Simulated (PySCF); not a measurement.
## Telling isomers of C9H13F apart by NMR

- shielding tensors at PBE0/pcSseg-1 (GIAO)
- geometry from GFN2-xTB
- program: PySCF
- non-relativistic, fast rotation and ring inversion assumed for equivalent nuclei, isolated molecule, one conformer

Referencing at the same level of theory: 1H and 13C vs TMS. Splittings of carbon signals by F and P are missing where no couplings were computed. Where no couplings were computed, multiplicities follow the n + 1 count of equivalent neighbours, and m marks all less simple cases (inequivalent or close neighbours, rings, F or P nearby). Shifts are as computed. Against solution values, carbons near 30 ppm lie about +3 ppm off and those near 130 ppm about +5 ppm. Of 1309 compounds with measured shifts, 239 miss one by over three times the rms of a fit or turn the order of signals round; such compounds aren't used in these exercises.

(1) Tabulate the signals of `C=C(C)[C@@]1(C(C)C)C=C1F`, `C=C[C@](F)(C#CC)C(C)C`, `C=C/C(=C\CF)C(=C)CC` and their relative energies.

(2) What is the quickest way to tell C=C(C)[C@@]1(C(C)C)C=C1F from C=C/C(=C\CF)C(=C)CC?

(3) What is the quickest way to tell C=C[C@](F)(C#CC)C(C)C from C=C/C(=C\CF)C(=C)CC?

(4) What is the quickest way to tell C=C(C)[C@@]1(C(C)C)C=C1F from C=C[C@](F)(C#CC)C(C)C?

Results:

(1) 
```tsv
SMILES	carbon types	δC	δH	E rel. (kcal/mol)
C=C(C)[C@@]1(C(C)C)C=C1F	3×C 2×CH 1×CH2 3×CH3	163.4, 156.1, 117.3, 85.9, 57.4, 31.8, 28.2, 24.8, 23.0	5.54 (br s, 1H), 5.31 (br s, 1H), 5.16 (m, 1H), 2.38 (m, 1H), 1.80 (s, 3H), 1.07 (d, 3H), 0.75 (d, 3H)	30.0
C=C[C@](F)(C#CC)C(C)C	3×C 2×CH 1×CH2 3×CH3	148.4, 119.9, 94.7, 93.9, 84.3, 41.7, 18.7, 17.8, 4.7	5.89 (m, 1H), 5.80 (m, 1H), 5.54 (m, 1H), 2.07 (s, 3H), 1.62 (m, 1H), 1.33 (d, 3H), 1.03 (d, 3H)	8.3
C=C/C(=C\CF)C(=C)CC	2×C 2×CH 4×CH2 1×CH3	157.6, 146.6, 140.3, 135.2, 126.6, 121.1, 85.3, 39.4, 16.3	6.52 (m, 1H), 5.94 (m, 1H), 5.94 (m, 1H), 5.74 (m, 2H), 5.61 (m, 1H), 5.56 (br s, 1H), 4.99 (br s, 1H), 2.37 (q, 2H), 1.01 (t, 3H)	0.0
```

Energies are electronic energies at PBE0/pcSseg-1 on these geometries, without zero-point or thermal terms, each for the one conformer computed, which needn't be the lowest.

(2) Both give the same number of carbon signals, but DEPT or the intensities differ. The first has a three-membered-ring carbon (C) at 57.4 ppm, the second an allylic sp3 CH2 at 39.4 ppm. Their most deshielded carbons lie at 163.4 and 157.6 ppm. In the proton spectra the most deshielded non-exchanging signals are 5.54 (br s, 1H) and 6.52 (m, 1H).

(3) Both give the same number of carbon signals, but DEPT or the intensities differ. The first has an alkyne carbon (C) at 84.3 ppm, the second a fully substituted alkene carbon (C) at 157.6 ppm. Their most deshielded carbons lie at 148.4 and 157.6 ppm. In the proton spectra the most deshielded non-exchanging signals are 5.89 (m, 1H) and 6.52 (m, 1H).

(4) Both give the same number of carbon signals, with the same numbers of each carbon type, so the positions decide. The first has a fully substituted alkene carbon (C) at 163.4 ppm, the second an alkene CH at 148.4 ppm.
